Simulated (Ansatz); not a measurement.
`[OH][Zn][SiH3]` + `O[SiH3]` → `[OH][Zn][O][SiH3]` + SiH₄ at 500 K and 1 bar (cleavage of the Zn–Si bond).

Gas-phase electronic energies from Ansatz, PBE0-D4/def2-TZVP geometries. CBS: MP2 limit from def2 TZ/QZ plus the TZ coupled-cluster correction, frozen cores. This one scheme is used for every species. For Zn outer-core shells are correlated without core-valence functions, which leaves a few kJ/mol of doubt a bond. Scalar relativity is left out up to krypton. Each species was taken in one conformer, which may not be the lowest.

| species | CCSD(T)/CBS energy (Eh) | H − E (kJ/mol) | S (J/(mol·K)) |
| --- | --- | --- | --- |
| `[OH][Zn][SiH3]` | -2145.05450 | 136.2 | 389.4 |
| `O[SiH3]` | -366.69042 | 127.5 | 292.9 |
| `[OH][Zn][O][SiH3]` | -2220.29116 | 154.5 | 429.8 |
| SiH₄ | -291.46306 | 102.4 | 230.9 |

H − E and S are ideal-gas, rigid-rotor, harmonic terms from PBE0-D4/def2-TZVP, for one conformer and one mirror image of each species. 1 Eh = 2625.50 kJ/mol, R = 8.31446 J/(mol·K).

Q: By hand: ΔE, ΔH, ΔS and ΔG.

A: ΔE = (-2220.29116) + (-291.46306) − (-2145.05450) − (-366.69042) = -0.00930 Eh = -24.4 kJ/mol. Δ(H − E) = 154.5 + 102.4 − 136.2 − 127.5 = -6.8, so ΔH = -31.2 kJ/mol. ΔS = 429.8 + 230.9 − 389.4 − 292.9 = -21.6 J/(mol·K). ΔG = -31.2 − 500 × (-21.6)/1000 = -20.4 kJ/mol.

Q: By hand: the equilibrium constant, and the temperature at which ΔG would vanish if ΔH and ΔS stayed fixed.

A: log₁₀ K = −ΔG/(RT ln 10) = 2.1. ΔG = 0 at ΔH/ΔS = 1444 K.

TΔS isn't small against ΔH here. A doubt of 5 kJ/mol in ΔE shifts log₁₀ K by 0.5 here. Other conformers and mirror images would add mixing entropy, several J/(mol·K) or more a flexible species. Modes under 60 cm⁻¹, often nearly free rotors, make the harmonic entropy too high. These are equilibria of isolated gas molecules and say nothing of rates. Largest T1 diagnostic: 0.016 (customary marks: 0.02 for closed shells, 0.045 for open ones).
